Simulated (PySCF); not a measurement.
Sn(Br)(Me) (CH3BrSn), SMILES [CH3][Sn][Br] (connectivity only; charge and spin as stated), neutral, multiplicity 1.

Geometry optimised at B3LYP-D3(BJ)/def2-SVP. The def2 effective core potentials stand for the cores of Sn; spin–orbit coupling is left out.

Calculation: IEF-PCM-B3LYP/def2-SVP run with PySCF.

The values are the electrostatic part of the solvation free energy, E(continuum) − E(gas) at the gas-phase geometry, in a cavity of scaled van der Waals radii (PySCF's table); cavitation and dispersion terms are not included. A continuum can't describe solvent molecules that bind to the metal. In vacuum the orbital gap is 3.38 eV. The dipole moment in vacuum is 2.88 D.

Computed values in water (ε = 78.36), ethylethanoate (ε = 5.99), ethanol (ε = 24.85):
```
solvent             ε  ΔG(elec) (kcal/mol)  dipole (D)  gap (eV)
--------------  -----  -------------------  ----------  --------
water           78.36                 -4.2        4.19      3.58
ethylethanoate   5.99                 -3.2        3.87      3.54
ethanol         24.85                 -4.0        4.13      3.58
```
